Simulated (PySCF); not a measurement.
Job file and geometry (Å, from GFN2-xTB) of an NMR shielding run on `COc1ccsc1`, C5H6OS, PySCF, GIAO PBE0/pcSseg-1 NMR shielding, non-relativistic, gas phase; density fitting, a coarse starting grid and PySCF grid level 2 are the driver's defaults:

```
{"job": {"kind": "nmr", "xc": "PBE0", "basis": "pcSseg-1"}, "charge": 0, "multiplicity": 1}
C      2.212403     0.029691    -0.004739
O      1.072326     0.846318    -0.109563
C     -0.133006     0.225919    -0.035332
C     -1.327031     0.999285    -0.114556
C     -2.442100     0.239092    -0.017999
S     -2.077437    -1.429409     0.167609
C     -0.385063    -1.104696     0.115887
H      2.252657    -0.702904    -0.817688
H      2.237300    -0.497674     0.954732
H      3.068669     0.698376    -0.073913
H     -1.317180     2.065721    -0.238680
H     -3.465628     0.554089    -0.043539
H      0.299701    -1.923322     0.200053
```

Question: What does the program print?

Answer: 
```
coarse grid: 11864 points
cycle   1  E = -666.9218785270  dE =  1.290e+00  |g| = 4.977e-01  |ddm| = 3.524e+00
cycle   2  E = -666.8759293864  dE =  4.595e-02  |g| = 6.934e-01  |ddm| = 1.116e+00
cycle   3  E = -666.9689376254  dE = -9.301e-02  |g| = 1.149e-01  |ddm| = 7.627e-01
cycle   4  E = -666.9715708657  dE = -2.633e-03  |g| = 4.609e-02  |ddm| = 1.399e-01
cycle   5  E = -666.9720652112  dE = -4.943e-04  |g| = 1.057e-02  |ddm| = 4.511e-02
cycle   6  E = -666.9720883384  dE = -2.313e-05  |g| = 4.310e-03  |ddm| = 1.260e-02
cycle   7  E = -666.9720928892  dE = -4.551e-06  |g| = 1.231e-03  |ddm| = 5.254e-03
final grid: 111232 points
cycle   8  E = -667.0274169315  dE = -2.253e-05  |g| = 1.273e-02  |ddm| = 3.275e-02
cycle   9  E = -667.0273757646  dE =  4.117e-05  |g| = 1.890e-02  |ddm| = 2.470e-02
cycle  10  E = -667.0274505196  dE = -7.476e-05  |g| = 1.240e-03  |ddm| = 1.620e-02
cycle  11  E = -667.0274508561  dE = -3.364e-07  |g| = 2.174e-04  |ddm| = 1.137e-03
cycle  12  E = -667.0274508659  dE = -9.870e-09  |g| = 8.064e-05  |ddm| = 2.574e-04
cycle  13  E = -667.0274508671  dE = -1.190e-09  |g| = 4.077e-05  |ddm| = 1.063e-04
cycle  14  E = -667.0274508676  dE = -4.453e-10  |g| = 1.031e-05  |ddm| = 5.473e-05
converged SCF energy = -667.0274508676

GIAO shielding tensors (ppm)
atom      isotropic    diamagn.    paramagn.     s11        s22        s33       span
  0 C      128.991     245.564    -116.573    101.194    105.153    180.626     79.432
  1 O      235.383     396.801    -161.418    108.540    287.060    310.549    202.009
  2 C       21.725     249.970    -228.245    -40.796     23.172     82.799    123.595
  3 C       61.708     250.705    -188.996    -13.706     51.953    146.877    160.583
  4 C       53.746     260.829    -207.083    -39.006     46.831    153.413    192.420
  5 S      322.031    1056.080    -734.049    172.232    373.648    420.214    247.982
  6 C       85.528     260.310    -174.782     21.374     77.034    158.176    136.801
  7 H       27.935      29.660      -1.725     24.708     25.606     33.492      8.784
  8 H       27.957      29.693      -1.735     24.751     25.643     33.478      8.726
  9 H       27.459      28.131      -0.673     22.964     25.887     33.526     10.562
 10 H       24.830      31.058      -6.229     21.321     25.787     27.381      6.060
 11 H       24.638      30.357      -5.718     21.834     24.517     27.564      5.729
 12 H       25.926      32.532      -6.607     21.688     27.721     28.368      6.679
```

Question: Turn these shieldings into chemical shifts. References, each an isolated molecule treated in the same way: TMS for $^{13}$C (σ = 186.93 ppm) and $^{1}$H (σ = 31.72 ppm); $^{17}$O (σ = 336.08 ppm) vs H2O; $^{33}$S (σ = 503.73 ppm) vs CS2.

Answer: Averaging equivalent atoms: C 2: 165.2; C 4: 133.2; C 3: 125.2; C 6: 101.4; C 0: 57.9; O 1: 100.7; S 5: 182; H 11: 7.08; H 10: 6.89; H 12: 5.79; H 7/8/9: 3.93 ppm. Experimental scales use liquid or dissolved standards, which lie at an offset from isolated H2O (liquid H2O: subtract about 36 ppm).

Size and cost of the density-fitted run: 156 basis functions, 17 s wall time on 1 thread of an Arm Neoverse V1, shared host.
